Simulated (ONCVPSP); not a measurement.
# Which change was made? (Br, ONCV)

bromine (Br), optimised norm-conserving Vanderbilt (ONCV), made with ONCVPSP 4.0.1 (LDA (Perdew-Wang 92), scalar-relativistic). Core [Ne], reference 3s2 3p6 3d10 4s2 4p5. Waves: 3s+4s: rc 0.75 bohr, ncon 4, nbas 8, qcut 17.9 1/bohr, 2 projectors; 3p+4p: rc 0.75 bohr, ncon 4, nbas 8, qcut 22.4 1/bohr, 2 projectors; 3d: rc 0.65 bohr, ncon 4, nbas 7, qcut 21.1 1/bohr, local. Local part: the d channel. Core correction: none.

Cutoffs, loose and tight: the cutoffs (Ha) at which the residual kinetic energy of the hardest occupied pseudo-wave falls to 1 and 0.1 mHa per electron. They do not see the model core or the augmentation charge, which bear on the density cutoff. Test errors are all-electron minus pseudo excitation energies from the reference, over the configurations 3s2 3p6 3d10 4s2 4p4; 3s2 3p6 3d10 4s2 4p3; 3s2 3p6 3d10 4s2 4p2; 3s2 3p6 3d9 4s2 4p6; variants that change the core or the reference have their own tests.

The base gives: outcome: generated; cutoff, loose: 206 Ha; cutoff, tight: 292 Ha; bound ghosts: none; GHOST(+) flags above zero: s, p; largest test error (meV): -14.

Task: After one change the result is: outcome: generated; cutoff, loose: 226 Ha; cutoff, tight: 470 Ha; bound ghosts: p; GHOST(+) flags above zero: s; largest test error (meV): -7.6. Which change was it?
A. p: qcut 16
B. all radii scaled by about 0.91 (s 0.68, p 0.68, d 0.60 bohr)
C. reference 3s2 3p6 3d10 4s2 4p3

Result: B. The others give: reference 3s2 3p6 3d10 4s2 4p3 → outcome: generated; cutoff, loose: 206 Ha; cutoff, tight: 292 Ha; bound ghosts: none; GHOST(+) flags above zero: s, p; largest test error (meV): -89 | p: qcut 16 → outcome: generated; cutoff, loose: 206 Ha; cutoff, tight: 292 Ha; bound ghosts: p; GHOST(+) flags above zero: s; largest test error (meV): +7.2.
